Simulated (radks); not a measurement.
Species: Mo37+. Configuration: [He] 2s2 2p1. Calculated with a radial shooting solver on a logarithmic mesh with Libxc functionals: non-relativistic Kohn-Sham, revTPSS, spin-polarised, spherical densities, point nucleus; open shells are filled with parallel spins first (spin-orbit coupling, left out, can overturn this in heavy ions); meta-GGA in the generalised Kohn-Sham scheme; relativity is left out, which matters for an element this heavy.

Normalised radial functions P(r) = r R(r), r in bohr:

```
   r/bohr * 1s up (the largest magnitude, 4.74, reaches the edge; | marks zero)
 0.003528 |                  *
 0.004378 |                      *
 0.005434 |                          *
 0.006744 |                               *
  0.00837 |                                    *
  0.01039 |                                         *
    0.013 |                                              *
  0.01613 |                                                  *
  0.02002 |                                                     *
  0.02484 |                                                      *
  0.03083 |                                                    *
  0.03827 |                                               *
   0.0475 |                                        *
  0.05895 |                               *
  0.07316 |                     *
   0.0908 |            *
   0.1127 |      *
   0.1399 |  *
   0.1736 |*
   0.2154 *
   0.2674 *
   0.3318 *
   0.4118 *
   0.5111 *
   0.6344 *
   0.7873 *
   0.9771 *
```

1s up: eigenvalue -22351 eV, 0 radial nodes, <r> = 0.0361 bohr, 90 % of the charge inside 0.0642 bohr.
